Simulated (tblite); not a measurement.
Species: C7H9O (doublet state).
Atom-mapped SMILES: `[CH2:1]=[C:2]([CH3:3])/[C:4]=[CH:5]\[C:6]([CH3:7])=[O:8]` (hydrogens: H9, H10 on C1; H11, H12, H13 on C3; H14 on C5; H15, H16, H17 on C7)

Structure optimised with GFN2-xTB, isolated species. This method treats the open shell by occupation alone, without spin polarisation.

What internal coordinates does the optimisation give?

```tsv
bond	length (Å)
C1=C2	1.373
C2–C3	1.510
C2–C4	1.352
C4=C5	1.297
C5–C6	1.490
C6–C7	1.507
C6=O8	1.206
C1–H9	1.074
C1–H10	1.074
C3–H11, C3–H12, C3–H13	1.088
C5–H14	1.086
C7–H15, C7–H16, C7–H17	1.087
```

Bonds in one row agree within 0.01 Å and their mean is given. A selection of angles:
```tsv
angle	degrees
C2–C1–H9	121.2
C2–C1–H10	121.0
H9–C1–H10	117.9
C1–C2–C3	120.8
C1–C2–C4	122.1
C3–C2–C4	117.1
C2–C3–H11	110.7
C2–C3–H12	110.2
H11–C3–H12	107.9
H11–C3–H13	109.0
C2–C4–C5	173.4
C4–C5–C6	124.5
C4–C5–H14	122.2
C6–C5–H14	113.4
C5–C6–C7	115.3
C5–C6–O8	121.3
C7–C6–O8	123.4
C6–C7–H15	109.4
H15–C7–H16	108.0
H15–C7–H17	109.7
```

Dihedral angles: C4–C5–C6–C7 -2° (synperiplanar). The mirror-image conformer, all signs reversed, is as good.

C2 (carbon bonded to 3 C) is planar (angles 122.1°, 120.8° and 117.1°, sum 360.0°, 0.01 Å off the plane of its three neighbours). The 6 C–C bonds span 1.297 Å (C4=C5, drawn double in a drawing that doesn't fit all lengths) to 1.510 Å (C2–C3, drawn single in a drawing that doesn't fit all lengths), a spread of 0.213 Å. C6 (carbon bonded to 2 C and O) is planar (angles 123.4°, 121.3° and 115.3°, sum 360.0°, 0.00 Å off the plane of its three neighbours). Of the pairs four or more bonds apart, C4···H16 is among the closest relative to their van der Waals radii: 2.78 Å, 96 % of the sum of Bondi's values. C5 (carbon bonded to 2 C and H) is planar (angles 124.5°, 122.2° and 113.4°, sum 360.0°, 0.00 Å off the plane of its three neighbours). C1 (carbon bonded to C and 2 H) is planar (angles 121.2°, 121.0° and 117.9°, sum 360.0°, 0.00 Å off the plane of its three neighbours).

GFN2-xTB frequencies show an imaginary mode (62i cm⁻¹), so the point is no minimum at that level.

The numbers are calculated, not measured.
